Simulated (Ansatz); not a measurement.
Consider the cleavage of the Si–Si bond: `[SiH3][SiH2][TeH]` + H₂Se → `[SeH][SiH2][TeH]` + SiH₄.

Calculated with Ansatz (gas phase, PBE0-D4/def2-TZVP geometries, no zero-point term in ΔE). CBS: MP2 limit from def2 TZ/QZ plus the TZ coupled-cluster correction, frozen cores. This one scheme is used for every species. DFT in def2-TZVPP. def2 core potentials past Kr. For Se, Te outer-core shells are correlated without core-valence functions, which leaves a few kJ/mol of doubt a bond. Scalar relativity is left out up to krypton. One conformer a species, not always the lowest.

```tsv
level	ΔE (kcal/mol)
r2SCANh-D4	-13.3
B2PLYP	-14.3
r2SCAN0	-13.6
HF/def2-SVP	-14.3
MP2/def2-SVP	-14.2
HF/def2-TZVPP	-15.5
SCS-MP2/def2-TZVPP	-15.6
HF/def2-QZVPP	-15.5
```

**Question.** What does CCSD(T)/CBS give? (Estimate.)

**Answer.** Ansatz gave: -14.1 kcal/mol. The listed levels differ from it by 0.8, -0.2, 0.5, -0.2, -0.1, -1.4, -1.5, -1.4 kcal/mol.

**Question.** What do rigid-rotor, harmonic-oscillator terms from PBE0-D4/def2-TZVP frequencies (298.15 K, 1 bar) make of the CCSD(T)/CBS value? (An estimate is asked.)

**Answer.** Computed: ΔZPE = +0.8 kcal/mol, ΔH = -13.7 kcal/mol, ΔS = -26 J/(mol·K), ΔG = -11.9 kcal/mol. Modes under 50 cm⁻¹ make the entropy rough.

Largest T1 diagnostic among the species: 0.012.

From PBE to PBE0 (25 % exact exchange), in def2-TZVPP and without D4, ΔE moves by −0.7 kcal/mol. At CCSD(T), def2-SVP lies +2.0 kcal/mol from the extrapolated value and def2-TZVPP +0.7 kcal/mol. Leaving LDA and LC-ωPBE aside and taking each functional with its dispersion term where it has one, the values, not all of them listed here, spread over 2.9 kcal/mol, from BHLYP-D4 to PBE-D4.
